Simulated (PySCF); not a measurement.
## EPR parameters of CH9FNSi4

Species: CH₉FNSi₄ (doublet state).
SMILES with atom numbers: `[F:1][SiH2:2][Si@H:3]1[CH2:4][SiH:5][N:6]1[SiH3:7]` (hydrogens: H8, H9 on Si2; H10 on Si3; H11, H12 on C4; H13 on Si5; H14, H15, H16 on Si7)

Structure used (GFN2-xTB), in Å, numbered top down from 1:
```xyz
16
CH9FNSi4 angstrom
F      2.972    1.757   -0.997
Si     1.928    1.331    0.166
Si     0.287    0.119   -0.874
C      0.558   -1.775   -1.045
Si    -0.912   -2.049    0.171
N     -1.006   -0.279    0.257
Si    -2.102    0.753    1.098
H      2.794    0.631    1.117
H      1.565    2.621    0.750
H     -0.284    0.700   -2.104
H      0.430   -2.176   -2.046
H      1.509   -2.151   -0.674
H     -0.589   -2.548    1.518
H     -3.200    1.163    0.216
H     -2.615   -0.018    2.231
H     -1.343    1.928    1.540
```

The hyperfine couplings belong to this conformer and change with its torsions.

Computed with UKS B3LYP, pcH-1 on C F H N Si, non-relativistic, mean-field spin-orbit, GIAO in PySCF. Geometry: GFN2-xTB, one conformer, isolated molecule. The geometry wasn't refined by DFT: couplings that depend on bond lengths, twists or pyramidal angles can differ widely from those at the functional's own minimum, by a factor of two or more for some ions and for spin on atoms past the first row. The SCF solution wasn't tested for stability.

```json
{"g1, g2, g3": "2.00075, 2.00226, 2.00405", "g_iso": "2.00235", "Form of g": "rhombic: the two nearest values differ by 46 % of g3 − g1", "⟨S²⟩": "0.7517 (exact 0.7500)", "α and β electrons": "44, 43", "Basis functions": "305"}
```

Isotropic coupling and dipolar principal values T1 to T3, in MHz; ρ(0) is the spin density at the nucleus:

| atom | isotope | a_iso | of which spin–orbit | T1 | T2 | T3 | Mulliken spin population | ρ(0) (bohr⁻³) |
| --- | --- | --- | --- | --- | --- | --- | --- | --- |
| F1 | 19F | 6.7 | 0.0 | -4.4 | -4.0 | 8.4 | 0.00 | 0.0016 |
| Si2 | 29Si | -25.7 | 0.0 | -3.9 | 1.9 | 2.1 | 0.02 | 0.0290 |
| Si3 | 29Si | -3.2 | 0.0 | -2.4 | 1.1 | 1.3 | 0.00 | 0.0036 |
| C4 | 13C | 25.6 | 0.0 | -6.5 | -5.8 | 12.3 | 0.04 | 0.0228 |
| Si5 | 29Si | -563.5 | 0.9 | -142.7 | 69.2 | 73.5 | 0.77 | 0.6351 |
| N6 | 14N | 8.2 | 0.0 | -6.5 | -6.2 | 12.8 | 0.10 | 0.0251 |
| Si7 | 29Si | 2.9 | 0.0 | -0.6 | 0.2 | 0.4 | -0.01 | -0.0033 |
| H8 | 1H | -0.2 | 0.0 | -0.7 | -0.5 | 1.2 | 0.00 | 0.0000 |
| H9 | 1H | 3.4 | 0.0 | -0.6 | -0.5 | 1.0 | 0.00 | 0.0008 |
| H10 | 1H | -2.7 | 0.0 | -1.2 | -1.1 | 2.3 | 0.00 | -0.0006 |
| H11 | 1H | 7.8 | 0.0 | -4.8 | -2.9 | 7.7 | 0.00 | 0.0017 |
| H12 | 1H | 11.4 | 0.0 | -4.3 | 0.0 | 4.3 | 0.00 | 0.0026 |
| H13 | 1H | 168.0 | 0.0 | -7.0 | 0.3 | 6.6 | 0.08 | 0.0376 |
| H14 | 1H | 5.9 | 0.0 | -1.4 | -1.1 | 2.5 | 0.00 | 0.0013 |
| H15 | 1H | 0.3 | 0.0 | -1.7 | -1.3 | 3.0 | 0.00 | 0.0001 |
| H16 | 1H | 2.6 | 0.0 | -1.2 | -0.9 | 2.1 | 0.00 | 0.0006 |

The Mulliken spin populations are largest on Si5 (+0.77), N6 (+0.10) and H13 (+0.08). Si5 is the only atom above +0.15. The angles at Si5 add up to 311.0°, so it is pyramidal.

Axes: g1 points within 9° of the Si5–H13 bond.

Under fast tumbling the dipolar parts average out, and these isotropic splittings remain (the largest six): 1 × 1H (H13, I = 1/2, 2 lines) with 5.99 mT, 1 × 1H (H12, I = 1/2, 2 lines) with 0.41 mT, 1 × 14N (N6, I = 1, 3 lines) with 0.29 mT, 1 × 1H (H11, I = 1/2, 2 lines) with 0.28 mT, 1 × 19F (F1, I = 1/2, 2 lines) with 0.24 mT and 1 × 1H (H9, I = 1/2, 2 lines) with 0.12 mT.

Means are taken over nuclei equivalent by connectivity, which assumes that they swap fast. The three 1H nuclei of mean +2.9 MHz run from 0.3 to 5.9 MHz in the frozen geometry.

The 13C coupling of C4 (25.6 MHz) shows only in satellite lines or after enrichment, since that isotope makes up about 1.07 % of natural carbon.

The 29Si coupling of Si5 (-563.5 MHz) shows only in satellite lines or after enrichment, since that isotope makes up about 4.7 % of natural silicon.

Examples of negative spin density at the nucleus (bohr⁻³): Si7 (-0.0033).
